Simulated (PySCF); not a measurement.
I6Y2, SMILES [Y]12([I])([I])[Y]([I]1)([I])([I]2)[I] (connectivity only; charge and spin as stated), neutral, multiplicity 1.

Geometry: B3LYP-D3(BJ)/def2-SVP. The multiplicity is an assumed one; other spin states were not compared. The def2 effective core potentials stand for the cores of I, Y; spin–orbit coupling is left out.

Level of theory: CAM-B3LYP/def2-SVP (PySCF).

Gas-phase values at a fixed geometry.

Computed frontier levels, gap, dipole moment and polarisability:
The highest occupied level is -8.95 eV. The lowest empty level is -2.36 eV and the orbital gap comes out as 6.59 eV. The dipole moment is 0.00 D. The quadrupole, principal values (traceless, Buckingham form, about the centre of nuclear charge) comes out as -15.85, -8.09, 23.94 D·Å, the mean static polarisability comes out as 252.9 bohr³ (37.48 Å³) and the polarisability, principal values is 196.7, 270.8, 291.3 bohr³.
